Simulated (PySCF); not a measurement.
Working out the ionisation energy of V

V [Ar] 3d3 4s2 (4F) → V⁺ [Ar] 3d4 (5D). Computed with PySCF 2.14 in x2c-QZVPPall, with the spin-free X2C one-electron Hamiltonian (Gaussian nucleus). Frozen: [Ar]. Energies in hartree (1 hartree = 27.21139 eV):

```tsv
part	V (lower)	V⁺ (upper)
UHF	-948.158950	-947.931896
CCSD correlation	-0.076597	-0.054058
(T)	-0.002834	-0.000985
```

Question: What does Hartree-Fock give?

Answer: (-947.931896) − (-948.158950) = 0.227054 hartree = 6.178 eV.

Question: What do CCSD and CCSD(T) give?

Answer: The CCSD correlation energies differ by 0.022539 hartree = 0.613 eV and the triples by 0.001849 hartree = 0.050 eV, so CCSD gives 6.791 eV and CCSD(T) 6.841 eV.

Measured between the centres of the two terms (NIST): 6.732 eV, so CCSD(T) (valence) is off by 0.109 eV.

What remains against the reference includes basis incompleteness, the frozen core and higher excitations.
